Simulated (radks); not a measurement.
The numbers below are computed, except where a source is named.
Mo III, configuration [Kr] 4d4. Code: a radial shooting solver on a logarithmic mesh with Libxc functionals. Model: scalar-relativistic Kohn-Sham, LDA (Slater exchange, Perdew-Wang correlation), spin-unpolarised, spherical densities, point nucleus.

Local quantities along the radius. ELF = 1/(1 + alpha^2) is the electron localisation function; alpha = (tau - tau_W)/tau_unif compares the Pauli kinetic energy density with that of the uniform gas. tau is taken from the large components.

```
   r/bohr * ELF (the largest magnitude, 1, reaches the edge; | marks zero)
 0.001384 |                                                      *
 0.001846 |                                                      *
 0.002482 |                                                      *
  0.00331 |                                                      *
 0.004415 |                                                      *
 0.005889 |                                                      *
 0.007854 |                                                      *
  0.01056 |                                                      *
  0.01408 |                                                      *
  0.01878 |                                                     *
  0.02505 |                                                  *
  0.03368 |                                     *
  0.04493 |                    *
  0.05992 |                 *
  0.07992 |                               *
   0.1066 |                                         *
   0.1433 |                                    *
   0.1911 |                 *
   0.2549 |                     *
     0.34 |                                       *
   0.4572 |                                        *
   0.6097 |                  *
   0.8132 |             *
    1.085 |                                       *
    1.447 |                                     *
    1.945 |                  *
    2.594 |    *
     3.46 |*
    4.615 *
    6.205 *
```

On this mesh the ELF has minima near r = 0.052, 0.22, 0.70 bohr, which separate the shells, and maxima near 0.11 (0.76), 0.39 (0.78), 1.3 (0.76).
